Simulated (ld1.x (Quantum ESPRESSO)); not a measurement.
**Which change was made? (K, RRKJ)**

ld1.x (Quantum ESPRESSO) 7.5 input, shortened:

```
&input
   title='K', zed=19., rel=1, dft='PBE', iswitch=3,
   config='[Ar] 3d0 4s0.5 4p0'
 /
 &inputp
   pseudotype=2, tm=.false., rho0=0.001, lloc=0,
   nlcc=.false.
 /
3
4P  2  1   0.00   0.00  3.40  3.40  0.0
3D  3  2   0.00   0.00  4.20  4.20  0.0
4S  1  0   0.50   0.00  3.85  3.85  0.0
 &test
   configts(1)='3d0 4s0.5 4p0'
 /
```

Cutoffs, loose and tight: the cutoffs (Ry, on a coarse ladder) from which the occupation-weighted sum of valence levels, in a spherical-Bessel basis at the reference potential, stays within 10 and 1 mRy of its value at 400 Ry. They do not see the model core or the augmentation charge, which bear on the density cutoff. Test errors are all-electron minus pseudo excitation energies from the reference, over the configurations 3d0 4s1 4p0; 3d0 4s0 4p1; 3d1 4s0 4p0; 3d0.5 4s0.5 4p0; variants that change the core or the reference have their own tests.

The base gives: outcome: generated; cutoff, loose: 6 Ry; cutoff, tight: 6 Ry; bound ghosts: none; largest test error (meV): +84.

(1) After one change the result is: outcome: generated; cutoff, loose: 6 Ry; cutoff, tight: 6 Ry; bound ghosts: none; largest test error (meV): +28. Which change was it?
A. core correction a·sin(br)/r model core inside 2.68 bohr
B. core correction a·sin(br)/r model core inside 4.10 bohr
C. core correction a·sin(br)/r model core inside 3.50 bohr
D. core correction a·sin(br)/r model core inside 3.68 bohr

Answers

(1) D. The others give: core correction a·sin(br)/r model core inside 2.68 bohr → outcome: generated; cutoff, loose: 6 Ry; cutoff, tight: 6 Ry; bound ghosts: none; largest test error (meV): +2.0 | core correction a·sin(br)/r model core inside 4.10 bohr → outcome: generated; cutoff, loose: 6 Ry; cutoff, tight: 6 Ry; bound ghosts: none; largest test error (meV): +39 | core correction a·sin(br)/r model core inside 3.50 bohr → outcome: generated; cutoff, loose: 6 Ry; cutoff, tight: 6 Ry; bound ghosts: none; largest test error (meV): +22.
